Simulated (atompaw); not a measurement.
An all-electron radial function and its pseudo partner (neodymium)

Columns: radius, all-electron u(r) and pseudo u(r) of the 5p shell (level -22.10 eV) of neodymium in the configuration [Kr] 4d10 4f4 5s2 5p6 5d0 6s2 6p0; PBEsol, scalar-relativistic, PAW (atompaw) scheme, atompaw 4.2.0.5.

```csv
r (bohr),all-electron,pseudo
0.115,0.0714,0.0142
0.231,0.2475,0.0564
0.346,-0.1609,0.1229
0.462,-0.4305,0.2103
0.577,-0.4014,0.3112
0.692,-0.1873,0.4196
0.808,0.0905,0.5293
0.923,0.3508,0.6315
1.038,0.5619,0.7210
1.154,0.7161,0.7936
1.269,0.8140,0.8444
1.385,0.8658,0.8730
1.500,0.8804,0.8789
1.615,0.8676,0.8647
1.731,0.8351,0.8332
1.846,0.7898,0.7891
1.962,0.7363,0.7362
2.077,0.6792,0.6792
2.192,0.6211,0.6211
2.308,0.5633,0.5633
2.423,0.5083,0.5083
2.538,0.4563,0.4563
2.654,0.4077,0.4077
2.769,0.3633,0.3633
2.885,0.3225,0.3225
3.000,0.2860,0.2860
```

How many radial nodes do the two functions have?

The all-electron 5p function has n − l − 1 = 3 (the table is too coarse to show those close to the nucleus); the pseudo-wave has 0, since the states of the same l below it are removed with the core.

At about which radius was the pseudo-wave matched?

2.20 bohr. The columns agree to 0.0005 from 1.96 bohr on; several derivatives are matched, so the curves merge somewhat inside the radius.

Is the pseudo-wave norm-conserving?

No, it belongs to a PAW set: the norm inside the radius is not constrained, and the difference is carried by the augmentation charge.
